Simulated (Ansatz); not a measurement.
Cost and result for the atomization energy of BClFH4NSi, SMILES `N[SiH](F)BCl` (9 atoms, 8 bonds).

```
atom   x (Å)   y (Å)   z (Å)
  N1   1.237   0.387   0.738
 Si2  -0.042   0.641  -0.349
  F3   0.392   0.673  -1.902
  B4  -1.319  -0.913  -0.177
 Cl5  -0.654  -2.500   0.117
  H6   1.868   1.117   1.021
  H7   1.624  -0.531   0.889
  H8  -0.597   1.988  -0.073
  H9  -2.508  -0.863  -0.264
```

Charge 0, multiplicity 1. All single points use the PBE0-D4/def2-TZVP geometry. It is one conformer, not always the lowest. Program: Ansatz. All runs use 4 threads of an Intel Xeon Platinum 8259CL on a shared host. Times are those of one run each, without the atoms' runs, and a repeat can differ threefold. Electronic energies, without spin–orbit coupling; frozen cores. CCSD(T)/CBS adds CCSD(T) − MP2 in def2-TZVPP to the MP2 limit, and its time is that of the two runs behind it. T1 = 0.013. B3LYP takes the VWN-RPA correlation (the form of Gaussian; ORCA's B3LYP/G).

CCSD(T)/CBS is a level of theory with its own doubt, some kJ/mol a heavy atom from the limit and from the frozen cores, so smaller differences don't rank the functionals.

```json
{"level": "PBE-D4/def2-TZVPP (with forces)", "functions": "233", "wall time": "4.5 s", "atomization (kcal/mol)": "774.0", "difference from CCSD(T)/CBS": "11.6", "per bond": "1.5"}
{"level": "PBE0-D4/def2-TZVPP", "functions": "233", "wall time": "6.5 s", "atomization (kcal/mol)": "760.1", "difference from CCSD(T)/CBS": "-2.3", "per bond": "-0.3"}
{"level": "r2SCAN-D4/def2-TZVPP (with forces)", "functions": "233", "wall time": "8.5 s", "atomization (kcal/mol)": "764.0", "difference from CCSD(T)/CBS": "1.6", "per bond": "0.2"}
{"level": "B3LYP-D4/def2-TZVPP (with forces)", "functions": "233", "wall time": "9.5 s", "atomization (kcal/mol)": "762.1", "difference from CCSD(T)/CBS": "-0.3", "per bond": "0.0"}
{"level": "B2PLYP/def2-TZVPP", "functions": "233", "wall time": "13 s", "atomization (kcal/mol)": "754.2", "difference from CCSD(T)/CBS": "-8.2", "per bond": "-1.0"}
{"level": "ωB97X-V/def2-TZVPP", "functions": "233", "wall time": "14 s", "atomization (kcal/mol)": "766.9", "difference from CCSD(T)/CBS": "4.5", "per bond": "0.6"}
{"level": "ωB97M-V/def2-TZVPP (with forces)", "functions": "233", "wall time": "20 s", "atomization (kcal/mol)": "766.4", "difference from CCSD(T)/CBS": "4.0", "per bond": "0.5"}
{"level": "MP2/def2-QZVPP", "functions": "431", "wall time": "44 s", "atomization (kcal/mol)": "770.7", "difference from CCSD(T)/CBS": "8.3", "per bond": "1.0"}
{"level": "CCSD(T)/def2-TZVPP", "functions": "233", "wall time": "2.9 min", "atomization (kcal/mol)": "738.6", "difference from CCSD(T)/CBS": "-23.8", "per bond": "-3.0"}
{"level": "CCSD(T)/CBS(def2)", "functions": "–", "wall time": "3.6 min", "atomization (kcal/mol)": "762.4", "difference from CCSD(T)/CBS": "0.0", "per bond": "0.0"}
```

From PBE to PBE0 (25 % exact exchange), in def2-TZVPP and without D4, the atomization energy moves by −13.2 kcal/mol: exact exchange takes away binding that semilocal exchange gives to molecules. In def2-TZVPP, CCSD(T) changes the Hartree–Fock value by +179.8 kcal/mol (the triples alone add +11.4 kcal/mol) and MP2 by +197.6 kcal/mol; breaking electron pairs costs correlation energy, which Hartree–Fock lacks. The D4 term adds +7.7 kcal/mol with B3LYP and +4.0 kcal/mol with PBE0; it sums over pairs of atoms, weighted by their polarisabilities, and B3LYP, whose exchange is more repulsive, gets the larger term.
